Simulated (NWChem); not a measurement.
**Atomisation of iodoethane (C2H5I)**

SMILES: CCI
```xyz
8

C      2.4499     0.3888     0.0000
C      1.1211     1.1174     0.0000
I     -0.5996    -0.2481     0.0000
H      2.5683    -0.2454     0.8914
H      3.2687     1.1306     0.0000
H      2.5683    -0.2454    -0.8914
H      0.9742     1.7358     0.8942
H      0.9742     1.7358    -0.8942
```
Charge 0, spin multiplicity 1.

Everything below was run with NWChem. The geometry was optimised at B3LYP/def2-SVP with def2 effective core potentials on I, held to Cs symmetry and with no frequency check, so it may be a saddle point.

Basis set: def2-TZVP. The atomisation energy is electronic alone: no zero-point, thermal, spin-orbit or counterpoise terms. No value is extrapolated to the basis-set limit. Free atoms are single determinants with multiplicities C 3, I 2, H 2. Correlated methods freeze the same cores in atoms and molecule, 6 orbitals in all.

Effective core potentials replace the inner electrons of I; spin-orbit coupling is left out. B3LYP has NWChem's definition, with VWN1-RPA local correlation. The stability of the SCF solutions was not checked. Open-shell Hartree-Fock references start from PBE0 orbitals.

Problem. One of these methods gave an atomisation energy of 676.2 kcal/mol. Which?
A. HF
B. PBE0
C. PBE
D. B3LYP

Solution. C, PBE. The others give 662.1 (B3LYP), 498.2 (HF), 668.0 (PBE0).
